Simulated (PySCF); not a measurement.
Computed vibrations of Tl2Br2

Tl2Br2 (singlet). PySCF 2.14.0, RKS PBE, Tl def2-SVP with ECP60, Br def2-SVP; non-relativistic Hamiltonian with scalar-relativistic core potentials where named; density fitting; no spin-orbit coupling. Central differences of gradients.

```xyz
4

Tl    0.0000    0.0000    2.1108
Tl    0.0000    0.0000   -2.1108
Br    2.0629    0.0000    0.0000
Br   -2.0629    0.0000    0.0000
```

Run from Python with OMP_NUM_THREADS=2. Where DIIS fails, smearing, a level shift and second-order steps follow.
It took 47 s on 2 threads of AMD EPYC 7B13 (Zen 3) (shared host).

What are the harmonic wavenumbers and infrared intensities?

Modes are labelled in D2h; negative numbers are unstable modes, those under 60 cm⁻¹ near the noise; a finer grid moves soft modes by up to 10 cm⁻¹.
| cm⁻¹ | km/mol | symmetry |
| --- | --- | --- |
| 46 | 2.6 | b3u |
| 53 | 0.0 | ag |
| 83 | 0.0 | b3g |
| 123 | 23.9 | b1u |
| 126 | 0.0 | ag |
| 130 | 47.5 | b2u |

Is this a minimum?

Yes, within the noise of the softest modes. Ideal gas at 298.15 K and 1 bar: S = 409.9 J/(mol K), Cp = 82.2 J/(mol K), H − H(0 K) = 21.7 kJ/mol (rigid rotor, harmonic modes, spin degeneracy alone; the modes under 60 cm⁻¹ make these uncertain).
